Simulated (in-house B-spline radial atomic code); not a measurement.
Results of a calculation; reference values are marked as such.
**Cs in an electron gas of r_s = 1.5: phase shifts, screening and friction**

A nucleus sits in a uniform electron gas with a rigid positive background. The Kohn-Sham equations are solved self-consistently in the spin-unpolarised LDA (PW92), non-relativistic, on B-splines with outgoing waves at the boundary and partial waves to l = 8. The model has no lattice, no bands and no magnetic solution. Atomic units; δ_l are the phase shifts at the Fermi level, counted so that each bound state adds π, and good to about 0.0005. Heavy atoms are models without relativity.

The density parameter is r_s = 1.5 bohr.

```tsv
l	δ_l (rad)
0	13.1150
1	10.7217
2	7.1642
3	0.6598
4	0.0514
5	0.0134
6	0.0039
7	0.0012
8	0.0005
```

Bound levels below the band bottom (hartree): d -25.53, s -6.649, p -4.968, d -2.062, s -0.3153 and deeper ones.

(1) Check the Friedel sum rule, and say where the screening charge sits.

(2) Find the transport cross section and the electronic stopping of a 1 keV Cs ion (mass 132.91 u).

Results:

(1) k_F = (9π/4)^(1/3)/r_s = 1.27944. The rule is Z = (2/π) Σ (2l + 1) δ_l. The terms are s 8.349, p 20.477, d 22.804, f 2.940 and 0.437 beyond, in all 55.008 against Z = 55. Bound states hold 10 s, 18 p, 20 d electrons, so the scattering states carry 7.01 in all; where a term is smaller than its bound count, the bound level has drawn weight out of the band.

(2) σ_tr = (4π/k_F²) Σ (l + 1) sin²(δ_l − δ_(l+1)). The terms for l = 0 to 3 are 0.4629, 0.3265, 0.1444, 1.3067, all together 2.2483, so σ_tr = 7.677 × 2.2483 = 17.260 bohr². With n = 3/(4π r_s³) = 0.07074, the friction coefficient is Q = n k_F σ_tr = 1.5620. For v well below v_F = 1.279, dE/dx = Q v; with 24801 eV per u at v = 1, v = √(1000/(24801 × 132.91)) = 0.0174, so dE/dx = 0.02721 hartree/bohr = 14 eV/nm. The largest term couples the f and g waves.
